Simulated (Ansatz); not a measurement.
The cluster SbTe2⁺, relaxed as a singlet with RKS PBE0-D4/def2-SVP in Ansatz, starting from the GFN1-xTB geometry. Force threshold 0.02 eV/Å.

In the def2 sets Sb, Te take a core potential; there is no spin–orbit coupling. The structure comes from a short search, and lower isomers may exist.

Start:

| atom | x (Å) | y (Å) | z (Å) |
| --- | --- | --- | --- |
| Sb1 | 0.271 | 1.386 | -0.410 |
| Te2 | 1.258 | -1.005 | 0.078 |
| Te3 | -1.529 | -0.381 | 0.332 |

Q: Estimate the energy that the relaxation releases and the steps that it takes.

A: 0.01 eV, in 5 steps; 8 s on 4 threads of Intel Xeon Platinum 8488C on a shared host. No frequencies were taken in this run, so the end may be a saddle point.

Q: Does the start keep its bonding and symmetry?

A: By distances, no bond broke or formed. The bond that changes most is Sb1–Te3, from 2.63 to 2.66 Å (atoms count from 1). Point group C2v at the start, C2v at the end, both within 0.05 Å.

Q: Predict the relaxed structure.

A: 
```xyz
3

Sb    0.276    1.409   -0.417
Te    1.258   -1.016    0.081
Te   -1.534   -0.393    0.336
```
Bond lengths: 2 × Sb–Te 2.66 Å; 1 × Te–Te 2.87 Å.
